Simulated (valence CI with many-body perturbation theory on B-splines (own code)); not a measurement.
Ho²⁷⁺: key properties

Method: relativistic CI+MBPT: four valence electrons over a frozen Dirac-Fock core [Kr], a basis of 9 s, 9 p, 10 d, 8 f, 5 g, 3 h, 1 i functions for each j, with the one-electron correlation potential Σ1, the two-electron term Σ2, the three-electron term Σ3, Breit, model QED; selected CI, second order for the rest (own B-spline code, finite nucleus).

The last digits are not significant, and no measured levels were compared; by estimate large intervals hold to a few tenths of a per cent, small ones and those within an open d or f shell to about a per cent. Only levels of the ground parity were solved; by the run's estimate the other parity begins above the list, which can be wrong where configurations are misplaced.

Levels are named by their leading jj configuration (3d3/2^4 stands for four electrons in 3d with j = 3/2), which in mixed levels can hold well under half, so a name can repeat and another be missing.

Rates and lifetimes use the calculated energies. Strong lines usually hold to 10 to 20 %, long lifetimes can be off by a factor of two.

(1) What is the ground level?

(2) How well does LS coupling describe the low levels?

(3) What is the ionisation energy?

## Answers

(1) (4d3/2^4) J=0, composition 54 % 4d4 3P + 36 % 4d4 5D + 10 % 4d4 1S.

(2) Among the lowest 20 levels the leading LS term, summed over configurations, holds 50 % on average. For single configurations the figures are 49 % in LS and 85 % in jj coupling. Terms mix most in the J = 4 level at 91627 cm⁻¹, where the leading one holds 30 %.

(3) 985.92 eV; NIST lists 985 ± 4 eV (theoretical).
